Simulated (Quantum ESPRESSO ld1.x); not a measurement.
Question: The mean radii <r> (bohr) of the occupied orbitals of an atom or ion are listed with their occupations. All-electron calculation, non-relativistic Kohn-Sham, LDA (Slater exchange, VWN5 correlation), spin-polarised, spherical densities, point nucleus. Program: ld1.x of Quantum ESPRESSO 7.5.

| orbital | occ. | <r> |
|---|---|---|
| 1s up | 1 | 0.01942 |
| 1s down | 1 | 0.01942 |
| 2s up | 1 | 0.08185 |
| 2s down | 1 | 0.08185 |
| 2p up | 3 | 0.06916 |
| 2p down | 3 | 0.06916 |
| 3s up | 1 | 0.2069 |
| 3s down | 1 | 0.2069 |
| 3p up | 3 | 0.1971 |
| 3p down | 3 | 0.1971 |
| 3d up | 5 | 0.1723 |
| 3d down | 5 | 0.1723 |
| 4s up | 1 | 0.4569 |
| 4s down | 1 | 0.4569 |
| 4p up | 3 | 0.4615 |
| 4p down | 3 | 0.4615 |
| 4d up | 5 | 0.4709 |
| 4d down | 5 | 0.4709 |
| 4f up | 7 | 0.5036 |
| 4f down | 7 | 0.5032 |
| 5s up | 1 | 1.053 |
| 5s down | 1 | 1.052 |
| 5p up | 3 | 1.151 |
| 5p down | 3 | 1.150 |
| 5d up | 5 | 1.639 |
| 5d down | 4 | 1.635 |
| 6p up | 1 | 4.646 |

Name the element and its charge. Open shells, if any, are filled with parallel spins first.

Answer: Z = 78, platinum, charge 0: Pt in [Xe] 4f14 5d9 6p1. The 1s radius gives Z: for a bare nucleus <r> = 1.5/Z, 0.01923 bohr for Z = 78, and screening makes it slightly larger (0.01942 here). The occupations add up to 78, and the charge is Z minus that.
